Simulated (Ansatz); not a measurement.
Reaction (SMILES): FC(F)(F)C(F)(F)C(F)(F)C(F)(F)F + 12 C (CH4) -> 3 CC (C2H6) [ethane] + 10 CF (CH3F) [fluoromethane]
Geometries: B3LYP-D3(BJ)/def2-TZVP minima from Ansatz (an electronic-structure program), one conformer each, not searched for the lowest.

Wanted: bond separation energy (electronic energy difference), in kcal/mol. Valence correlation only, unless marked. No spin-orbit coupling. Non-relativistic. CBS(X,Y): correlation extrapolated as X^-3; Hartree-Fock from the larger set. [CCSD(T)-MP2]/basis is that difference in the basis named.

```
level                        program  bond separation energy (kcal/mol)
--------------------  --------------  ---------------------------------
HF/cc-pVTZ                    Ansatz                               84.7
PBE-D4/def2-TZVPD     Ansatz + dftd4                               91.5
revPBE-D4/def2-TZVPD  Ansatz + dftd4                               88.2
r2SCAN/def2-TZVPD             Ansatz                              106.4
r2SCAN-D4/def2-TZVPD  Ansatz + dftd4                              107.7
B97M-V/def2-TZVPD             Ansatz                              107.5
PBE0/def2-SVP                 Ansatz                              123.9
```

Estimate the value at RI-MP2/CBS(cc-pVTZ,cc-pVQZ)+[CCSD(T)-MP2]/cc-pVTZ as computed with Ansatz.

93.1 kcal/mol
